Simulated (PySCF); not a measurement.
**Working out the ionisation energy of K⁺**

K⁺ [Ar] (1S) → K²⁺ [Ne] 3s2 3p5 (2P). Calculation: PySCF 2.14, in x2c-TZVPall (6s4p3d, 33 functions); the spin-free X2C one-electron Hamiltonian (Gaussian nucleus). Frozen: [Ne] 3s2. Energies in hartree (1 hartree = 27.21139 eV):

```csv
part,K⁺ (lower),K²⁺ (upper)
UHF,-601.301552,-600.181059
CCSD correlation,-0.136199,-0.094638
(T),-0.000785,-0.000280
```

Task: What does Hartree-Fock give?

Result: (-600.181059) − (-601.301552) = 1.120493 hartree = 30.490 eV.

Task: What do CCSD and CCSD(T) give?

Result: The CCSD correlation energies differ by 0.041561 hartree = 1.131 eV and the triples by 0.000505 hartree = 0.014 eV, so CCSD gives 31.621 eV and CCSD(T) 31.635 eV.

Reference: 31.625 eV (measured; NIST Atomic Spectra Database, ionization energies), between the lowest levels; spin-orbit coupling is absent from the calculation.

What remains against the reference includes basis incompleteness, the frozen core and higher excitations.
